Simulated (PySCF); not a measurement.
trisilylphosphine (H₉PSi₃), SMILES [SiH3]P([SiH3])[SiH3].

Coordinates come from a r2SCAN-D4/def2-SVP optimisation.

Computed with r2SCAN-D4/def2-SVP in PySCF.

Frequencies are harmonic and unscaled.

Modes within 1.5 cm⁻¹ of each other (mostly degenerate sets) share a row, with their intensities summed.

**Question.** List the normal modes with their intensities. (An estimate is asked for; the answer gives what the named calculation found.)

**Answer.** 
```
mode   ν (cm⁻¹)  IR (km/mol)  Raman (Å⁴/amu)  depolarisation  moving atoms (share of kinetic energy)
-----  --------  -----------  --------------  --------------  --------------------------------------
1            68          0.0             0.0               –                                  H 99 %
2–3         108          0.8             2.3            0.75                  H 47 %, Si 45 %, P 8 %
4–5         126          0.5             2.3            0.75                         H 71 %, Si 27 %
6           130          0.1             1.8            0.16                 Si 49 %, P 31 %, H 19 %
7           403          0.7            26.6            0.03                 Si 56 %, P 32 %, H 12 %
8–9         457         34.0            13.8            0.75                 Si 45 %, P 43 %, H 12 %
10          523          0.0             0.0               –                          H 92 %, Si 8 %
11–12       562         29.9             4.9            0.75                          H 88 %, Si 8 %
13          626         16.4            20.8            0.52                 H 78 %, P 11 %, Si 10 %
14–15       629          5.5            35.0            0.75                  H 79 %, Si 13 %, P 8 %
16–17       871        812.6            44.5            0.75                                  H 93 %
18          917          3.3             6.1            0.11                                  H 94 %
19–20       923          1.2            62.9            0.75                                  H 97 %
21          935          0.0             0.0               –                                  H 97 %
22          936        140.5             0.6            0.68                                  H 95 %
23–24       941        114.7            76.3            0.75                                  H 97 %
25–26      2198         39.3            24.6            0.75                                  H 98 %
27         2206        160.1           395.0            0.06                                  H 97 %
28–29      2223        140.7            37.3            0.75                                  H 97 %
30         2228         57.1           522.1            0.14                                  H 97 %
31         2230          0.1             0.6            0.13                                  H 96 %
32–33      2233        288.4           402.3            0.75                                  H 96 %
```
